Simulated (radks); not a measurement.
The numbers below are computed, except where a source is named.
Ag II, 46 electrons, occupied as [Kr] 4d10.

Code: a radial shooting solver on a logarithmic mesh with Libxc functionals. Model: Dirac Kohn-Sham, LDA (Slater exchange, Perdew-Wang correlation), spin-unpolarised, spherical densities, point nucleus; speed of light set to 1370.36 atomic units (10 times the physical value, a model run).

Energy parts (hartree):
total: -5195.84355
kinetic: 5194.88130
electron-nucleus: -12367.92547
Hartree: 2118.21298
exchange-correlation: -141.01237

Orbitals (lengths in bohr, moments of r in powers of bohr; r(max) is where P^2 peaks; r(90%) holds 90 % of the orbital's charge):
orbital,occ.,eigenvalue (hartree),r(90%),r(max),<1/r>,<r^4>
1s1/2,2,-900.8912,0.0576,0.02145,46.46,4.997e-06
2s1/2,2,-130.2159,0.216,0.1192,10.57,0.0009166
2p1/2,2,-121.2638,0.195,0.09334,10.58,0.0006043
2p3/2,4,-121.2039,0.195,0.09338,10.57,0.0006051
3s1/2,2,-23.98395,0.561,0.3449,3.757,0.04236
3p1/2,2,-20.37115,0.561,0.3313,3.678,0.04201
3p3/2,4,-20.36066,0.562,0.3314,3.676,0.04205
3d3/2,4,-13.65952,0.547,0.2738,3.525,0.03783
3d5/2,6,-13.65723,0.547,0.2738,3.525,0.03785
4s1/2,2,-3.52183,1.37,0.8478,1.456,1.541
4p1/2,2,-2.38542,1.50,0.8868,1.338,2.230
4p3/2,4,-2.38368,1.51,0.8870,1.337,2.233
4d3/2,4,-0.59359,2.22,1.030,0.9886,11.27
4d5/2,6,-0.59338,2.22,1.030,0.9884,11.28

The highest occupied level is 4d5/2 at -16.147 eV. The density falls to 0.001 e/bohr^3 at r = 3.56 bohr.
